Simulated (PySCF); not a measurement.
## [Er(CO)]3+ at several levels of theory

Computed with PySCF 2.14.0 (density fitting, no spin-orbit coupling) at the geometry relaxed with PBE0:

```xyz
3
[Er(CO)]3+ (singlet in the valence; each metal's 4f electrons, 11 of them, lie in its core potential, out of spins and levels)
Er    0.0000    0.0000   -0.5427
C     0.0000    0.0000    1.9813
O     0.0000    0.0000    3.0920
```

```
level                                                 basis    state  HOMO (eV)  gap (eV)  charge on Er1 (e)  population of f-type functions on Er1 (polarisation alone where 4f lies in the core)  dipole about the centre of mass (D)  largest force component (eV/Å)
 PBE0     Er lcecp-1-SVP with ECP57, C def2-SVP, O def2-SVP  singlet     -29.12      7.57               2.63                                                                                  0.01                                 1.41                            0.00
 PBE0  Er lcecp-1-TZVP with ECP57, C def2-TZVP, O def2-TZVP  singlet     -28.97      7.47               2.66                                                                                  0.01                                 1.30                            0.65
```

In the lcecp rows the 4f levels are missing from HOMO and gap, and the state counts the valence alone.

Charges are Mulliken's, which hang on the basis. The relaxation used the grid (50, 194), these runs (75, 302) or, all-electron (x2c bases, spin-free X2C Hamiltonian), (99, 590).

Q: A further run in the first row's basis gives HOMO (eV) -28.19, gap (eV) 6.25, charge on Er1 (e) 2.63, population of f-type functions on Er1 (polarisation alone where 4f lies in the core) 0.01, dipole about the centre of mass (D) 1.28, largest force component (eV/Å) 0.94. Which level was it?
A. r2SCAN
B. TPSSh

A: B. The others give HOMO -27.82 eV (r2SCAN).

In the first row's basis the gap widens with exact exchange: 5.9 eV for r2SCAN (none); 6.2 to 7.6 eV for TPSSh, PBE0 (a fixed share).

An lcecp potential fixes the number of 4f electrons, so in runs with it no electron can move into or out of that shell.
